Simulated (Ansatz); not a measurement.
Calculated with Ansatz (gas phase, PBE0-D4/def2-TZVP geometries, no zero-point term in ΔE). CBS: MP2 limit from def2 TZ/QZ plus the TZ coupled-cluster correction, frozen cores. Functionals use def2-TZVPP. No spin–orbit coupling; open shells (•) take unrestricted orbitals. For Ga outer-core shells are correlated without core-valence functions, which leaves a few kJ/mol of doubt a bond. Scalar relativity is left out up to krypton. One conformer a species, not always the lowest.

`S[SiH2][GaH2]` → `[GaH2]`• + `[SiH2]S`•  (homolysis of the Ga–Si bond)

`S[SiH2][GaH2]`:

Cartesian coordinates in Å:
```
S 1.416 1.472 -0.635
Si -0.055 -0.068 -1.022
Ga -0.436 -0.888 1.201
H 0.636 2.171 0.208
H -1.227 0.486 -1.757
H 0.663 -1.000 -1.930
H -1.185 0.059 2.212
H 0.187 -2.231 1.723
```

`[GaH2]`•:

```xyz
3

Ga   -0.468   -0.054    0.235
H     0.384    1.272    0.468
H     0.083   -1.218   -0.703
```

`[SiH2]S`•:

Cartesian coordinates in Å:
```
Si 0.191 0.725 0.025
S 0.437 -1.351 -0.391
H -1.194 1.026 0.494
H 1.179 1.022 1.098
H -0.613 -1.422 -1.227
```

```
        level  ΔE (kJ/mol)  difference from CCSD(T)/CBS
       PBE-D4        282.4                        -24.4
      BLYP-D4        269.6                        -37.2
    r2SCAN-D4        274.8                        -32.0
      PBE0-D4        284.9                        -21.9
     BHLYP-D4        281.5                        -25.3
 CAM-B3LYP-D4        281.3                        -25.5
      ωB97M-V        291.9                        -14.9
      r2SCANh        272.4                        -34.4
 MP2/def2-SVP        279.8                        -27.0
HF/def2-QZVPP        199.0                       -107.8
  CCSD(T)/CBS        306.8                            0
```

Largest T1 diagnostic among the species: 0.016.

The D4 term adds +13.2 kJ/mol with B3LYP and +7.2 kJ/mol with PBE0; it sums over pairs of atoms, weighted by their polarisabilities, and B3LYP, whose exchange is more repulsive, gets the larger term. At CCSD(T), def2-SVP lies −29.8 kJ/mol from the extrapolated value and def2-TZVPP −15.0 kJ/mol: correlation converges slowly with the basis, and small sets miss more of it in the bonded molecule than in its fragments.

B3LYP here is the variant with VWN-RPA as its local correlation; programs differ in this.
